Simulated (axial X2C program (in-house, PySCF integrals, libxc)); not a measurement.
Spin–orbit effects down a group: molecules with Cs (ions), CCSD

Computed with an axial X2C code built on PySCF integrals, spin-free (one-electron X2C) or two-component (2c: spin–orbit coupling with atomic mean-field Coulomb and Gaunt terms, which also bring small scalar terms), in Dyall basis sets with cores contracted in-house; open shells are unrestricted.

Basis sets: Cs dyall-cv3z, H dyall-v3z, Li dyall-cv3z, Na dyall-cv3z. Frozen shells (counts by l): CsH⁺ Cs 4s3p2d, H none, 9 electrons correlated; LiCs⁺ Cs 4s3p2d, Li 1s, 9 electrons correlated; NaCs⁺ Cs 4s3p2d, Na 2s1p, 9 electrons correlated. Coupled cluster in natural virtuals with an MP2 remainder. Where the outer core of a metal is frozen, bonds come out longer and ionisation energies lower.

```csv
molecule,spin-free state,Re (Å),ωe (cm⁻¹),De (eV),2c state,Re 2c (Å),ωe 2c (cm⁻¹),De 2c (eV)
CsH⁺,"M_S = 1/2, Λ = 0",3.500,170.7,0.03,Ω = 1/2,3.500,170.6,0.03
LiCs⁺,"M_S = 1/2, Λ = 0",4.315,123.5,0.39,Ω = 1/2,4.313,123.5,0.39
NaCs⁺,"M_S = 1/2, Λ = 0",4.560,67.6,0.40,Ω = 1/2,4.559,67.6,0.40
```

Fragments in 2c: Cs+ + H, Cs+ + Li, Cs+ + Na. Each entry is the lowest single determinant of a limited PBE0 search at one distance. De goes to single-determinant-based atoms at the same level (for ions the charge split of lowest energy) and is withheld (n/a) where an atom does not fit its ground term or J level. Main or longest-lived isotopes.
